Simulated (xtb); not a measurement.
SnH₂I₂, SMILES [I][SnH2][I]. All values are semi-empirical tight-binding results from xtb (GFN2-xTB unless named), good for trends rather than for accurate numbers. Coordinates come from a GFN2-xTB optimisation.

Optimised geometry:

```xyz
5

Sn     0.0000     0.0000     1.0129
I      2.1932     0.0000    -0.5150
I     -2.1932     0.0000    -0.5150
H      0.0000    -1.4152     1.9743
H      0.0000     1.4152     1.9743
```
Charge 0, spin multiplicity 1.

For metal compounds this method's bond lengths and energies can be far off.

Question: Estimate the properties. (An estimate is asked for; the answer gives what the named calculation found.)

Answer: 
The point group as xtb finds it is C2v, the orbital gap is 3.02 eV and the zero-point energy comes out as 7.6 kcal/mol. The G − E(el) at 298.15 K (modified RRHO) is -13.4 kcal/mol.

Computed atomic charges and the Wiberg bond orders between heavy atoms:
charges (e) Sn1 0.26, I2 -0.12, I3 -0.12, H4 0.00, H5 0.00. Bond orders Sn1–I2 0.92, Sn1–I3 0.92.
